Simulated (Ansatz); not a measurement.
The cluster Be4⁺. The state is a doublet with charge 1. Geometry PBE/def2-TZVP.

| atom | x (Å) | y (Å) | z (Å) |
| --- | --- | --- | --- |
| Be1 | -0.889 | -0.077 | 1.226 |
| Be2 | -0.016 | -1.513 | -0.107 |
| Be3 | 0.017 | 1.513 | 0.108 |
| Be4 | 0.888 | 0.077 | -1.226 |

B3LYP takes the VWN-RPA correlation. The structure comes from a short search, and lower isomers may exist.

Problem. Estimate the α-spin orbital energies around the gap (eV) in Ansatz with HF/6-31G, PBE/def2-TZVP, BLYP/def2-TZVP, B3LYP/6-31G, ωB97M-V/def2-TZVP.

Solution. 
```
orbital  HF/6-31G  PBE/def2-TZVP  BLYP/def2-TZVP  B3LYP/6-31G  ωB97M-V/def2-TZVP
 HOMO−5   -133.15        -110.81         -111.19      -115.75            -119.51
 HOMO−4   -133.14        -110.80         -111.19      -115.74            -119.51
 HOMO−3    -18.89         -14.31          -14.04       -15.29             -17.93
 HOMO−2    -14.41         -11.09          -10.90       -11.79             -13.79
 HOMO−1    -14.40         -11.09          -10.90       -11.79             -13.79
   HOMO    -12.09          -9.20           -9.04        -9.84             -11.50
   LUMO     -4.70          -8.87           -8.59        -7.99              -6.09
 LUMO+1     -4.26          -8.36           -8.15        -7.53              -5.83
 LUMO+2     -3.57          -7.56           -7.40        -6.87              -5.12
 LUMO+3     -1.80          -6.17           -5.98        -5.28              -3.45
 LUMO+4     -1.80          -6.17           -5.98        -5.28              -3.45
 LUMO+5     -1.75          -6.10           -5.95        -5.25              -3.38
 β HOMO    -12.53         -10.59          -10.43       -11.12             -13.08
 β LUMO     -4.59          -8.78           -8.52        -7.90              -5.96
```
